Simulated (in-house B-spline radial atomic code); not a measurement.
Radial electron density of V, [Ar] 3d3 4s2. Computed with a radial B-spline atomic code at the basis-set limit: non-relativistic Hartree-Fock with fractional occupations, spin-polarised, spherical fractional occupations, point nucleus.

Caution: exact exchange at fractional occupations of open shells leaves self-interaction of up to several eV.

Columns: r (bohr), 4πr²n(r) (electrons per bohr), bar.

```
 0.00297   0.7908 #
 0.00364    1.152 ##
 0.00446    1.665 ##
 0.00548    2.399 ####
 0.00672    3.408 #####
 0.00824    4.779 #######
  0.0101    6.593 ##########
  0.0124    8.943 #############
  0.0152    11.82 #################
  0.0187    15.25 #######################
  0.0229     18.9 ############################
  0.0281    22.49 #################################
  0.0345    25.45 ######################################
  0.0423    27.12 ########################################
  0.0519    27.07 ########################################
  0.0637    25.33 #####################################
  0.0782    22.74 ##################################
  0.0959    20.82 ###############################
   0.118    21.12 ###############################
   0.144    23.91 ###################################
   0.177    27.83 #########################################
   0.217    29.73 ############################################
   0.267    27.12 ########################################
   0.327    20.48 ##############################
   0.401    13.17 ###################
   0.492    9.161 ##############
   0.604    9.451 ##############
   0.741     11.3 #################
   0.909    11.38 #################
    1.12    8.853 #############
    1.37    5.513 ########
    1.68    2.946 ####
    2.06    1.644 ##
    2.53    1.128 ##
     3.1   0.8561 #
    3.81   0.5872 #
    4.67   0.3307 
    5.73   0.1426 
    7.03  0.04449 
    8.62 0.009401 
    10.6 0.001192 
      13 8.601e-05
```

On this grid the curve has 3 maxima, near 0.0423, 0.217, 0.909 bohr.

The 3d up radial function P(r) = rR(r), positive near the nucleus:

```
r (bohr)         P
  0.0281  0.001329
  0.0423  0.004096
  0.0637   0.01207
  0.0959   0.03331
   0.144   0.08366
   0.217    0.1885
   0.327    0.3668
   0.492    0.5958
   0.741    0.7777
    1.12    0.7872
    1.68    0.6149
    2.53    0.3644
    3.81    0.1557
    5.73   0.04299
    8.62  0.006149
```
